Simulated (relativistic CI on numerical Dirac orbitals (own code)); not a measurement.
**Hyperfine structure of Eu⁵⁶⁺, mass number 151**

Computed by Dirac-Coulomb-Breit CI, orbitals from a KLI potential per configuration, model QED, unscaled Slater integrals (own radial code, finite nucleus).

CI space (outside the closed core 1s2): 2s²2p³, 2s2p⁴, 2p⁵, 2p⁴3s, 2p⁴3p, 2p⁴3d, 2s²2p²3s, 2s²2p²3p, 2s²2p²3d, 2s2p³3s, 2s2p³3p, 2s2p³3d, 2s²2p²4s, 2s²2p²4p, 2s²2p²4d, 2s²2p²4f. Levels of other configurations are missing.

Nuclear spin I = 5/2, μ = 3.4635 μN, Q = 0.903 b (tables of Stone and Pyykkö). The electronic factors are computed for point nuclear moments, without core polarisation or the Bohr-Weisskopf and QED corrections.

```json
{"Level": "2s²2p³ ²D°5/2", "E (eV)": "680.02", "A (GHz)": "1581", "B (GHz)": "-1.99"}
{"Level": "2s²2p³ ²P°1/2", "E (eV)": "720.19", "A (GHz)": "5132", "B (GHz)": ""}
{"Level": "2s2p⁴ ⁴P5/2", "E (eV)": "929.39", "A (GHz)": "3757", "B (GHz)": "162"}
{"Level": "2s2p⁴ ²S1/2", "E (eV)": "1015.15", "A (GHz)": "15960", "B (GHz)": ""}
{"Level": "2s²2p³ ²P°3/2", "E (eV)": "1379.53", "A (GHz)": "707.9", "B (GHz)": "-900"}
{"Level": "2s2p⁴ ⁴P3/2", "E (eV)": "1610.15", "A (GHz)": "3796", "B (GHz)": "-672"}
{"Level": "2s2p⁴ ²D5/2", "E (eV)": "1647.72", "A (GHz)": "4670", "B (GHz)": "-1030"}
{"Level": "2s2p⁴ ²P1/2", "E (eV)": "1696.77", "A (GHz)": "-5711", "B (GHz)": ""}
```

Levels with J = 0, under 50 % of one LS term, or S terms without an open s electron are left out. Small factors come from cancelling terms and can be off by tens of per cent or more.

At this charge energies of transitions that change n are usually good to better than 1 %, and those within a shell (Δn = 0) to a few per cent.

Question: Give the hyperfine levels of 2s²2p³ ²P°1/2 relative to its centre of gravity.

Answer: With K = F(F + 1) − I(I + 1) − J(J + 1), E = AK/2: F = 2: -8982, F = 3: 6415 GHz.

LS names give the leading component of a level, which can be under half, so a name can repeat, a term be missing and a line seem to break the LS rules.
